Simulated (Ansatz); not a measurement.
Reaction (formal exchange of groups at the Se–B bond): `CB(Cl)[SeH]` + `O=[CH][GeH3]` → `O=[CH][GeH2][SeH]` + `CBCl`

Program: Ansatz. Geometries: PBE0-D4/def2-TZVP. ΔE: electronic, gas phase. CCSD(T)/CBS is the MP2 limit (def2-TZVPP, def2-QZVPP) plus CCSD(T) − MP2 in def2-TZVPP, frozen cores. Functionals use def2-TZVPP. B3LYP here is the variant with VWN-RPA as its local correlation; programs differ in this. For Ge, Se outer-core shells are correlated without core-valence functions, which leaves a few kJ/mol of doubt a bond. Scalar relativity is left out up to krypton. Each species was taken in one conformer, which may not be the lowest.

`CB(Cl)[SeH]`:

Cartesian coordinates in Å:
```
C -0.161 -0.910 -0.128
B 0.590 0.422 0.159
Cl 2.321 0.390 0.487
Se -0.213 2.177 0.192
H 0.285 -1.400 -1.000
H -0.018 -1.601 0.710
H -1.230 -0.793 -0.304
H -1.573 1.715 -0.116
```

`O=[CH][GeH3]`:

Z-matrix (Å, degrees):
```
Ge
C 1 2.006
H 1 1.538 2 108.4
H 1 1.538 2 108.5 3 117.7
H 1 1.531 2 109.1 3 -121.1
O 2 1.199 1 123.0 3 121.0
H 2 1.116 1 117.1 3 -59.0
```

`O=[CH][GeH2][SeH]`:

```xyz
8

O    -1.672    0.958    1.322
C    -1.039    0.930    0.305
Ge   -0.089   -0.721   -0.330
Se    2.165   -0.145   -0.703
H    -0.922    1.846   -0.320
H    -0.612   -1.146   -1.712
H    -0.239   -1.834    0.715
H     2.407    0.112    0.723
```

`CBCl`:

Z-matrix (Å, degrees):
```
C
B 1 1.548
H 1 1.097 2 109.5
H 1 1.090 2 114.9 3 123.3
H 1 1.097 2 108.9 3 -114.1
Cl 2 1.750 1 121.7 3 -125.1
H 2 1.194 1 122.7 3 55.2
```

(1) Is it downhill or uphill in electronic energy at CCSD(T)/CBS, and by how much? (An estimate is asked.)

(2) What do these levels give: PBE0-D4, ωB97X-V, ωB97M-V, B3LYP, CCSD/def2-TZVPP, CCSD(T)/def2-TZVPP? (Estimate.)

Largest T1 diagnostic among the species: 0.014.

Answers

(1) Ansatz gave: Uphill: ΔE = +2.9 kcal/mol.

(2) Ansatz gave: PBE0-D4 2.5, ωB97X-V 2.2, ωB97M-V 2.1, B3LYP 0.9, CCSD/def2-TZVPP 2.3, CCSD(T)/def2-TZVPP 3.0 kcal/mol.

In def2-TZVPP, CCSD(T) changes the Hartree–Fock value by +4.4 kcal/mol (the triples alone add +0.6 kcal/mol) and MP2 by +4.6 kcal/mol.
